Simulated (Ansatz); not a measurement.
`C[CH2][AlH][AlH2]` + `NCF` → `FC[NH][AlH2]` + `C[CH2][AlH2]`  (cleavage of the Al–Al bond)

Calculated with Ansatz (gas phase, PBE0-D4/def2-TZVP geometries, no zero-point term in ΔE). CCSD(T)/CBS adds triple-zeta CCSD(T) − MP2 to the extrapolated MP2 energy (def2 sets, frozen cores). DFT in def2-TZVPP. One conformer a species, not always the lowest.

Is it downhill or uphill in electronic energy at CCSD(T)/CBS, and by how much? (An estimate is asked.)

Computed: Downhill: ΔE = -91.1 kJ/mol.

What do these levels give: r2SCANh-D4, revPBE, CAM-B3LYP, SCS-MP2/def2-TZVPP, HF/def2-QZVPP, SCS-MP2/def2-QZVPP? (Best estimate.)

Ansatz gave: r2SCANh-D4 -89.7, revPBE -70.3, CAM-B3LYP -98.6, SCS-MP2/def2-TZVPP -100.7, HF/def2-QZVPP -95.8, SCS-MP2/def2-QZVPP -101.9 kJ/mol.

What do rigid-rotor, harmonic-oscillator terms from PBE0-D4/def2-TZVP frequencies (298.15 K, 1 bar) make of the CCSD(T)/CBS value? (Estimate.)

The calculation gave: ΔZPE = -9.6 kJ/mol, ΔH = -102.0 kJ/mol, ΔS = -12 J/(mol·K), ΔG = -98.5 kJ/mol.

Largest T1 diagnostic among the species: 0.012.

From BLYP to BHLYP (50 % exact exchange), in def2-TZVPP and without D4, ΔE moves by −4.8 kJ/mol. At CCSD(T), def2-SVP lies −4.5 kJ/mol from the extrapolated value and def2-TZVPP +1.1 kJ/mol. Leaving LDA and LC-ωPBE aside and taking each functional with its dispersion term where it has one, the values, not all of them listed here, spread over 29.1 kJ/mol, from B97M-V to PBE-D4. LDA lies −6.9 kJ/mol from PBE without D4.
